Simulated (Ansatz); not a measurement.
A CCSD(T) single point on C2H7AlFN.

```yaml
crystal:
  periodic: [false, false, false]
  atoms:
    - {symbol: C, position_ang: [-0.921173, -0.039086, 1.160762]}
    - {symbol: N, position_ang: [-0.176764, -0.235484, -0.064523]}
    - {symbol: Al, position_ang: [1.376294, 0.991427, -0.459591]}
    - {symbol: C, position_ang: [-0.490800, -1.155472, -0.871431]}
    - {symbol: F, position_ang: [1.808881, 0.304596, -1.934195]}
    - {symbol: H, position_ang: [-0.234669, -0.127776, 2.005083]}
    - {symbol: H, position_ang: [-1.323949, 0.975693, 1.166359]}
    - {symbol: H, position_ang: [-1.733409, -0.762102, 1.264427]}
    - {symbol: H, position_ang: [0.651523, 2.410747, -0.543936]}
    - {symbol: H, position_ang: [2.353282, 0.676804, 0.762463]}
    - {symbol: H, position_ang: [0.094967, -1.267633, -1.779732]}
    - {symbol: H, position_ang: [-1.327283, -1.826812, -0.671587]}
basis:
  gaussian: {orbitals: def2-TZVPP}
correlation: {method: ccsd_t}
```

```sh
$ ansatz run in.yaml --threads 4 --pin off --events-out ev --progress --plain --max-ram 10444MiB
```

The program prints (abridged):

```
Functional definition: HF
1561 factors; integrals over basis functions are off by at most 1.2e-3 eV
mean field evaluation 1: about -12943.4141 eV, gradient 3.9e1 eV
mean field evaluation 2: about -12943.6359 eV, gradient 4.0e1 eV
mean field evaluation 4: about -12947.1457 eV, gradient 4.1e0 eV
mean field evaluation 8: about -12947.2087 eV, gradient 2.9e-1 eV
mean field -12947.20901645 eV, -475.8011554210 hartree, gradient 2.3e-6 eV, S^2 0.000000; 0 other end points of the search recorded, 0 dependent functions left out
9 core orbitals not correlated: weight in the atoms' cores, before any rotation towards them, 1.000 or more for the frozen orbitals, at most 0.000 for the correlated occupied ones
reference -12947.20901645 eV, -475.8011554210 hartree; 15, 15 occupied and 240, 240 virtual orbitals, 1561 factors
second order -24.09616060 eV of doubles, -0.00000000 eV of singles
cycle   1  -24.47111639 eV  change   -3.7e-1 eV  update   1.1e-1
cycle   2  -25.09062446 eV  change   -6.2e-1 eV  update   3.3e-2
cycle   3  -25.23565496 eV  change   -1.5e-1 eV  update   1.7e-2
cycle   4  -25.22191151 eV  change    1.4e-2 eV  update   4.4e-3
cycle   5  -25.22228030 eV  change   -3.7e-4 eV  update   2.1e-3
cycle   6  -25.22341791 eV  change   -1.1e-3 eV  update   6.1e-4
cycle   7  -25.22308150 eV  change    3.4e-4 eV  update   2.4e-4
cycle   8  -25.22294295 eV  change    1.4e-4 eV  update   8.7e-5
cycle   9  -25.22295905 eV  change   -1.6e-5 eV  update   3.8e-5
cycle  10  -25.22296735 eV  change   -8.3e-6 eV  update   1.3e-5
perturbative correction -0.90736798 eV, -0.0333451583 hartree
Total energy: -12973.33935178 eV, -476.7614275325 hartree
```

Hardware: 4 threads of an Arm Neoverse V2 on a shared host. Wall time 2.7 min, peak host memory 6.6 GiB.

MP2 recovers 92.2 % of the CCSD(T) correlation energy and the triples give 3.5 %; T1 = 0.0121.
